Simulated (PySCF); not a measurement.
C3H5O3, SMILES O=C(OC)O[CH2], multiplicity 2. Atoms are numbered in the order given.

```xyz
11

C      2.3544    -0.0375     0.0626
O      1.1426    -0.0379     0.6773
C      0.0472     0.0038    -0.0975
O      0.0387     0.0676    -1.2949
O     -1.0112    -0.0358     0.6965
C     -2.2632     0.0041     0.0353
H      3.1916     0.0537     0.7498
H      2.3857     0.1308    -1.0132
H     -2.3743    -0.8521    -0.6462
H     -3.0244    -0.0379     0.8225
H     -2.3701     0.9314    -0.5468
```
Charge 0, spin multiplicity 2.

Coordinates come from a PBE0-D3(BJ)/def2-SVP optimisation. The isomer is the one that the SMILES or the coordinates give; other isomers of the formula were not compared.

Two levels are set side by side: PBE/pcH-1 (PySCF) and PBE0/pcH-1 (PySCF). Contact hyperfine couplings, same geometry. Differences are taken from unrounded values.

```tsv
quantity	PBE0	PBE	PBE minus PBE0
A(iso) of 13C, atom C1 (MHz)	119.5	96.2	-23.3
A(iso) of 17O, atom O2 (MHz)	-10.5	-6.2	4.3
A(iso) of 13C, atom C3 (MHz)	0.3	0.9	0.6
A(iso) of 17O, atom O4 (MHz)	-0.5	-0.3	0.2
A(iso) of 17O, atom O5 (MHz)	-0.2	0.1	0.3
A(iso) of 13C, atom C6 (MHz)	-0.9	-1.0	-0.1
A(iso) of 1H, atom H7 (MHz)	-67.8	-55.9	11.9
A(iso) of 1H, atom H8 (MHz)	-67.9	-56.0	12.0
A(iso) of 1H, atom H9 (MHz)	2.2	3.4	1.2
A(iso) of 1H, atom H10 (MHz)	-0.1	-0.1	0.0
A(iso) of 1H, atom H11 (MHz)	2.2	3.4	1.2
```

Rough cost on one machine, each run with all the roots and properties that it gave: PBE0 against PBE within a factor of 2.
